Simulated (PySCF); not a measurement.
## Deuteron quadrupole couplings in `F[SiH]1C=C[SiH2]C=C1`

C4H7FSi2.
Geometry (GFN2-xTB, Å), atoms numbered from 1 in this order:
```xyz
14
C4H7FSi2 angstrom
F      2.7689   -0.7095    1.0875
Si     1.5940   -0.5681   -0.0224
C      1.1057    1.2400   -0.1366
C     -0.1538    1.6479   -0.2837
Si    -1.6331    0.4851   -0.3720
C     -1.1440   -1.1565    0.4107
C      0.1147   -1.5669    0.5564
H      2.2143   -1.0851   -1.2404
H      1.9014    1.9767   -0.0783
H     -0.3585    2.7123   -0.3436
H     -2.0128    0.2688   -1.7769
H     -2.7608    1.0664    0.3718
H     -1.9483   -1.7894    0.7720
H      0.3117   -2.5224    1.0334
```

Level: PBE0/pcSseg-1 (PySCF, non-relativistic); Q(2H) = 0.00286 b; rigid geometry, the same for H and D, with no vibrational averaging.

Task: What are Vzz, η and χzz (234.96 MHz × Q × Vzz) at all hydrogens?

Result: 
```tsv
atom	bonded to	bond length (Å)	Vzz (au)	η	χzz (kHz)
H8	Si2	1.461	0.1606	0.00	108
H9	C3	1.086	0.3206	0.03	215
H10	C4	1.086	0.3211	0.03	216
H11	Si5	1.471	0.1572	0.00	106
H12	Si5	1.471	0.1561	0.03	105
H13	C6	1.085	0.3216	0.03	216
H14	C7	1.086	0.3205	0.03	215
```

Task: Average by the element that carries the hydrogen.

Result: on Si: 106 kHz over 3 positions, mean bond length 1.468 Å; on C: 216 kHz over 4 positions, mean bond length 1.086 Å.

The structure is a single GFN2-xTB conformer in the gas phase; no vibrational or solvent corrections. GFN2-xTB bond lengths can be off by several hundredths of an ångström, more for odd bonds, and the gradients follow them. These gradients aren't converged with respect to the basis.
